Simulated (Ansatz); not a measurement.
`O[SiH](F)[SiH3]` + NH₃ → `N[SiH](O)F` + SiH₄ at 700 K and 1 bar (cleavage of the Si–Si bond).

Computed with Ansatz on PBE0-D4/def2-TZVP structures; ΔE is electronic, products minus reactants. CBS: MP2 limit from def2 TZ/QZ plus the TZ coupled-cluster correction, frozen cores. This one scheme is used for every species. One conformer a species, not always the lowest.

```
          species  CCSD(T)/CBS energy (Eh)  H − E (kJ/mol)  S (J/(mol·K))
`O[SiH](F)[SiH3]`               -756.23815           208.1          452.3
              NH₃                -56.50880           116.9          226.5
     `N[SiH](O)F`               -521.31725           202.0          404.5
             SiH₄               -291.46306           115.5          252.9
```

H − E and S are ideal-gas, rigid-rotor, harmonic terms from PBE0-D4/def2-TZVP, for one conformer and one mirror image of each species. 1 Eh = 2625.50 kJ/mol, R = 8.31446 J/(mol·K).

Task: By hand: ΔE, ΔH, ΔS and ΔG.

Result: ΔE = (-521.31725) + (-291.46306) − (-756.23815) − (-56.50880) = -0.03336 Eh = -87.6 kJ/mol. Δ(H − E) = 202.0 + 115.5 − 208.1 − 116.9 = -7.5, so ΔH = -95.1 kJ/mol. ΔS = 404.5 + 252.9 − 452.3 − 226.5 = -21.4 J/(mol·K). ΔG = -95.1 − 700 × (-21.4)/1000 = -80.1 kJ/mol.

Task: By hand: the equilibrium constant, and the temperature at which ΔG would vanish if ΔH and ΔS stayed fixed.

Result: log₁₀ K = −ΔG/(RT ln 10) = 6.0. ΔG = 0 at ΔH/ΔS = 4444 K, far beyond where these terms or the molecules hold.

ΔH outweighs TΔS. A doubt of 5 kJ/mol in ΔE shifts log₁₀ K by 0.4 here. Other conformers and mirror images would add mixing entropy, several J/(mol·K) or more a flexible species. These are equilibria of isolated gas molecules and say nothing of rates. Largest T1 diagnostic: 0.013 (customary marks: 0.02 for closed shells, 0.045 for open ones).
